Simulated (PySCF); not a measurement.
## Excitation energy of Mg by level of theory

Mg [Ne] 3s2 (1S) → Mg [Ne] 3s1 3p1 (3P), as a difference of total energies. All numbers are calculated (PySCF 2.14, scalar relativity by spin-free X2C-1e, in x2c-TZVPPall (5s4p3d, 32 functions)). Correlated levels: valence: [Ne] frozen. The calculations carry no spin-orbit coupling.

```tsv
method	excitation energy (eV)
UHF	1.831
MP2 (valence)	2.369
SCS-MP2 (valence)	2.522
CCSD (valence)	2.613
```

Errors of the correlated levels include the incompleteness of this basis and the frozen core.

The basis was made for the ground configuration and has no added diffuse functions, so the excitation energy can come out too high.

With two correlated electrons CCSD is exact in that space.

Which method comes closest to the reference value, and which is furthest?

The reference is 2.714 eV (measured; NIST levels, between the centres of gravity of the two terms). Closest: CCSD (valence) (error -0.101 eV); furthest: UHF (error -0.883 eV).
